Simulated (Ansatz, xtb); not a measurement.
Molecule: ZrF2 (charge 0, triplet). The spin state was set by rule; other spins were not relaxed. SMILES: [F][Zr][F]
Geometry from a B3LYP-D3(BJ)/def2-TZVP (Ansatz, a quantum-chemistry and plane-wave program) optimisation:
```xyz
3

Zr     0.2137    -0.0001    -0.0501
F     -0.7420     1.3521    -1.0313
F     -0.2075    -1.3518     1.2538
```
Charge 0, spin multiplicity 3.

Harmonic wavenumbers from GFN2-xTB (xtb, at its own minimum), cm⁻¹: 78, 500, 576.

Q: Give the harmonic wavenumbers at B3LYP-D3(BJ)/def2-TZVP (Ansatz, finite differences of forces, unscaled).

A: 107, 623, 640 cm⁻¹. Zero-point energy 2.0 kcal/mol.

Q: From these and the geometry, give the ideal-gas thermochemistry at 298.15 K and 1 atm (rigid rotor, harmonic oscillator).

A: Point group C2v, rotational symmetry number 2. Rotational constants 37.68, 4.151, 3.739 GHz. S(trans) 40.48, S(rot) 22.45, S(vib) 4.11, S(elec, spin only) 2.18, S 69.2 cal/(mol K). H(298) - H(0) 3.00 kcal/mol; G - E(el) -15.7 kcal/mol.
